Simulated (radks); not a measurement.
The numbers below are computed, except where a source is named.
Fe I, configuration [Ar] 3d6 4s2 (the NIST ground configuration). Level of theory: Dirac Kohn-Sham, PBE, spin-unpolarised, spherical densities, finite nucleus; open shells fill j = l - 1/2 first; Fermi nuclear charge, rms radius 3.7377 fm (a radial shooting solver on a logarithmic mesh with Libxc functionals). Some entries of the table are withheld. Estimate them.

orbital  occ.  eigenvalue (eV)  <1/r> (bohr^-1)  r(max) (bohr)
1s1/2       2        -6997.267            25.98        0.03826
2s1/2       2        -819.3955            5.580         0.2224
2p1/2       2        -706.4909            5.526         0.1781
2p3/2       4        -694.0102            5.427         0.1806
3s1/2       2         -93.9560              (1)         0.7007
3p1/2       2         -61.0248              (2)         0.7085
3p3/2       4         -59.4832              (3)         0.7157
3d3/2       4          -7.5667            1.209            (4)
3d5/2       2          -7.4149            1.203            (5)
4s1/2       2              (6)           0.4360          2.411

Answer. 
(1) 3s1/2 <1/r> (bohr^-1): 1.751
(2) 3p1/2 <1/r> (bohr^-1): 1.621
(3) 3p3/2 <1/r> (bohr^-1): 1.599
(4) 3d3/2 r(max) (bohr): 0.7104
(5) 3d5/2 r(max) (bohr): 0.7130
(6) 4s1/2 eigenvalue (eV): -5.2888
